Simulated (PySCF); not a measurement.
# Correlation energy of C⁺ (carbon, charge +1)

[He] 2s2 2p1, 2P determinant. All numbers are calculated (PySCF 2.14, no relativity, point nucleus, in pcseg-2 (4s3p2d1f, 30 functions)). Frozen: 1s2; 3 electrons correlated.

MP2 pair energies summed by pair of shells (mhartree):

| pair | energy | share (%) |
| --- | --- | --- |
| 2s-2s | -27.94 | 57.1 |
| 2s-2p | -21.01 | 42.9 |

Total MP2 correlation energy: -48.95 mhartree.

Same-spin part -3.18 and opposite-spin part -45.78 mhartree; SCS-MP2 scales them by 1/3 and 6/5 to -55.99 mhartree.

```
  level  correlation energy (mhartree)
   CCSD                         -72.49
    (T)                          -1.11
CCSD(T)                         -73.60
```

Diagnostics: T1 = 0.0087, D1 = 0.0165, largest double amplitude 0.132.

Cost of the coupled-cluster step: 0.27 s of wall time on 1 thread of Intel(R) Xeon(R) Platinum 8375C CPU @ 2.90GHz (shared host), for 3 correlated electrons.

Iterations:

```
CC2 = 0
CCSD nocc = (np.int64(2), np.int64(1)), nmo = (29, 29)
frozen orbitals [[0], [0]]
max_cycle = 100
direct = 0
conv_tol = 1e-08
conv_tol_normt = 1e-06
diis_space = 8
diis_start_cycle = 0
Init t2, MP2 energy = -0.0489547726327358
Init E_corr(UCCSD) = -0.0489547726328511
cycle = 1  E_corr(UCCSD) = -0.0622743846672224  dE = -0.013319612  norm(t1,t2) = 0.054052
cycle = 2  E_corr(UCCSD) = -0.0675413953985311  dE = -0.00526701073  norm(t1,t2) = 0.0267057
cycle = 3  E_corr(UCCSD) = -0.0725431424497064  dE = -0.00500174705  norm(t1,t2) = 0.0139646
cycle = 4  E_corr(UCCSD) = -0.072464277883453  dE = 7.88645663e-05  norm(t1,t2) = 0.00120108
cycle = 5  E_corr(UCCSD) = -0.0725038731153542  dE = -3.95952319e-05  norm(t1,t2) = 0.000173939
cycle = 6  E_corr(UCCSD) = -0.0724863065281108  dE = 1.75665872e-05  norm(t1,t2) = 4.36717e-05
cycle = 7  E_corr(UCCSD) = -0.072491871848488  dE = -5.56532038e-06  norm(t1,t2) = 1.49403e-05
cycle = 8  E_corr(UCCSD) = -0.0724914063189291  dE = 4.65529559e-07  norm(t1,t2) = 2.4026e-06
cycle = 9  E_corr(UCCSD) = -0.0724913365844041  dE = 6.97345251e-08  norm(t1,t2) = 3.93218e-07
cycle = 10  E_corr(UCCSD) = -0.0724913609676061  dE = -2.4383202e-08  norm(t1,t2) = 7.73252e-08
cycle = 11  E_corr(UCCSD) = -0.0724913584625814  dE = 2.50502469e-09  norm(t1,t2) = 2.93151e-08
UCCSD converged
E(UCCSD) = -37.36512159255335  E_corr = -0.07249135846258141
UCCSD(T) correction = -0.00111470338567639
```
